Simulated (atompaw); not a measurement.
Before and after: PAW (atompaw) potential for Ar

Ar, PAW, made with atompaw 4.2.0.5 (LDA (PW92), scalar-relativistic). Core [Ne], reference 3s2 3p6. Waves: 3s (bound): rc 1.25 bohr; 3s channel at -0.4 Ry: rc 1.25 bohr; 3p (bound): rc 1.25 bohr; 3p channel at -0.4 Ry: rc 1.25 bohr; 3d channel at -0.05 Ry: rc 1.05 bohr. Local part: bessel scheme, radius 0.95 bohr. Core correction: smooth core density matched at 0.95 bohr. Augmentation charge: gaussian compensation charge, radius 1.05 bohr; PAW radius 1.25 bohr; waves and projectors: custom polynom gramschmidtortho.

All-electron outer shells of the reference configuration (LDA (PW92), scalar-relativistic, ld1.x):

| shell | level (eV) | outermost node (bohr) | outermost maximum (bohr) |
| --- | --- | --- | --- |
| 2s | -295.97 | 0.12 | 0.34 |
| 2p | -229.88 | – | 0.28 |
| 3s | -24.26 | 0.52 | 1.17 |
| 3p | -10.39 | 0.49 | 1.28 |

Change: augmentation gaussian compensation charge, radius 1.05 bohr; PAW radius 1.25 bohr; waves and projectors: custom polynom2 7 10 vanderbiltortho.

Cutoffs: the cutoffs (Ry, on a coarse ladder) from which the occupation-weighted sum of valence levels, in a spherical-Bessel basis at the reference potential, stays within 10 and 1 mRy of its value at 400 Ry; they do not see the model core or the augmentation charge, which bear on the density cutoff.

Task: What does the change do?

Result: The potential gets softer (35 Ry and 60 Ry → 21 Ry and 35 Ry); the range in which the d phases agree narrows (upper end at the end of the scan → 1.7); neither file shows a bound ghost.

| quantity | base | changed |
| --- | --- | --- |
| cutoff, loose | 35 Ry | 21 Ry |
| cutoff, tight | 60 Ry | 35 Ry |
| loose cutoff by channel (10 mRy a level) | s 30 Ry, p 15 Ry | s 8 Ry, p 18 Ry |
| bound ghosts | none | none |
| s: phases at 1.25 bohr within 0.05 rad from the reference energy up to (Ry; the scan ends near 5) | to the end of the scan | to the end of the scan |
| p: phases at 1.25 bohr within 0.05 rad from the reference energy up to (Ry; the scan ends near 5) | to the end of the scan | to the end of the scan |
| d: phases at 1.25 bohr within 0.05 rad from the reference energy up to (Ry; the scan ends near 5) | to the end of the scan | 1.7 |
| lowest overlap eigenvalue by channel | s 0.21, p 0.67, d 1.00 | s 0.14, p 0.90, d 1.00 |

 The cutoffs see the waves, projectors and local potential, not the compensation charge or the core.
